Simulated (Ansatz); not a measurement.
Ansatz results at the PBE0-D4/def2-TZVP geometry: LUMO energy (PBE/def2-TZVPP) -1.75 eV; HOMO energy (PBE/def2-TZVPP) -5.91 eV; HOMO–LUMO gap (PBE/def2-TZVPP) 4.16 eV.

Each molecule was computed in one conformer, which needn't be the lowest.

Task: Which molecule gave them?
A. `C[N]=[Nb]([CH3])([NH2])[Cl]`
B. `[NH]=[Nb]([NH2])([Cl])[Cl]`
C. `C[N]=[Nb]([CH3])([NH2])[F]`
D. `[NH]=[Nb]([F])([F])[F]`

Result: C. The others give `C[N]=[Nb]([CH3])([NH2])[Cl]`: -2.13, -6.07, 3.94; `[NH]=[Nb]([NH2])([Cl])[Cl]`: -2.74, -6.93, 4.19; `[NH]=[Nb]([F])([F])[F]`: -2.50, -7.40, 4.90.
